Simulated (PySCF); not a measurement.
Cl2H3OSiTi, charge +1, multiplicity 1. Atoms are numbered in the order given.

```xyz
8

Ti    -0.5435     0.5819     0.0000
Cl    -1.3515    -0.3339     1.7591
Cl    -1.3515    -0.3339    -1.7591
O      1.1415     0.3700     0.0000
Si     2.8096    -0.2385     0.0000
H      2.9044    -1.0400    -1.2559
H      3.6320     1.0074     0.0000
H      2.9044    -1.0400     1.2559
```
Charge +1, spin multiplicity 1.

Coordinates come from a PBE-D3(BJ)/def2-SVP optimisation. The multiplicity is an assumed one; no other spin state was optimised. The isomer is the one that the SMILES or the coordinates give; other isomers of the formula were not compared. The values are those of a single conformer.

Computed with PBE-D3(BJ)/def2-SVP (PySCF 2.14.0).

Frequencies are harmonic and unscaled.

Computed harmonic wavenumbers and intensities:
```
mode  ν (cm⁻¹)  IR (km/mol)    moving atoms (share of kinetic energy)
----  --------  -----------  ----------------------------------------
1           26          0.0                                    H 98 %
2           44          1.3          Cl 46 %, Si 29 %, H 10 %, O 10 %
3           63          4.9  Cl 32 %, Si 25 %, Ti 18 %, O 17 %, H 8 %
4          124          3.1                          Cl 77 %, Ti 17 %
5          208         17.2                  O 61 %, Ti 20 %, Cl 10 %
6          225          2.1                           O 68 %, Cl 22 %
7          414         33.1                 Si 37 %, Cl 35 %, Ti 24 %
8          497         17.9                 Ti 42 %, Cl 32 %, Si 20 %
9          527        101.2                          Ti 54 %, Cl 45 %
10         643         40.1                                    H 85 %
11         648         44.1                             H 84 %, O 9 %
12         852        626.2                   H 73 %, O 13 %, Si 11 %
13         886         41.0                                    H 96 %
14         889         43.3                                    H 96 %
15        1014        192.8                   O 68 %, H 19 %, Ti 12 %
16        2210          3.8                                    H 99 %
17        2246         26.7                                    H 95 %
18        2247         25.8                                    H 95 %
```
